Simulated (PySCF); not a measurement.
Compound: C₇H₁₂Si₂.
SMILES with atom numbers: `[CH:1]#[C:2][Si@@:3]1([SiH3:4])[CH2:5][CH2:6][CH2:7][C:8]1=[CH2:9]`

Geometry (GFN2-xTB, Å), atoms numbered from 1 in this order:
```
atom  x, y, z in Å
C1     1.1827    2.9930    1.1859
C2     1.0011    1.8711    0.7906
Si3    0.7472    0.1451    0.1446
Si4    2.5688   -0.6499   -1.0392
C5     0.0777   -0.9346    1.5803
C6    -1.4391   -0.7677    1.5024
C7    -1.8574   -0.7959    0.0328
C8    -0.9364    0.1112   -0.7348
C9    -1.2871    0.7637   -1.8309
H10    1.3339    3.9734    1.5384
H11    3.1862   -1.8197   -0.4059
H12    2.2119   -1.0440   -2.4050
H13    3.6054    0.3776   -1.1416
H14    0.3405   -1.9830    1.4260
H15    0.4483   -0.6554    2.5649
H16   -1.9586   -1.5437    2.0697
H17   -1.7141    0.2004    1.9275
H18   -1.7441   -1.8147   -0.3533
H19   -2.9030   -0.5071   -0.0904
H20   -2.2797    0.6964   -2.2532
H21   -0.5930    1.4007   -2.3547
```

NICS is the negative of the GIAO shielding at a point without a nucleus: at the ring centre (0) and 1 Å above and below it (1); zz is the component along the ring normal. Level: GIAO PBE0/pcSseg-1 (PySCF, non-relativistic, gas phase) on the GFN2-xTB geometry, one conformer.

Ring bond lengths (Å), with Mayer bond orders in brackets: Si3–C5 1.917 (0.89), C5–C6 1.528 (1.04), C6–C7 1.528 (1.02), C7–C8 1.503 (1.02), C8–Si3 1.900 (0.79).

What do the NICS probes read (ppm)?

| ring | type | NICS(0) | NICS(1), two faces | NICS(1)zz, two faces | rms pucker (Å) | centre to ring atoms, mean (Å) |
| --- | --- | --- | --- | --- | --- | --- |
| Si3–C5–C6–C7–C8 | 5-membered ring with Si; formal bonds all single | -2.8 | -3.4 / -3.3 | -1.8 / -1.7 | 0.19 | 1.40 |

What do they say, and how far can they be read as aromaticity?

- Si3–C5–C6–C7–C8: mean NICS(1)zz -1.7 ppm, near zero. Si3, C5, C6, C7 have four or more neighbours; no verdict on aromaticity is drawn.

What field does 7.05 T along the ring normal induce along that normal at the second NICS(1) probe listed for ring Si3–C5–C6–C7–C8, 1 Å off the ring?

NICSzz × B0 = -1.7 ppm × 7.05 T = -12 μT, against the applied field.
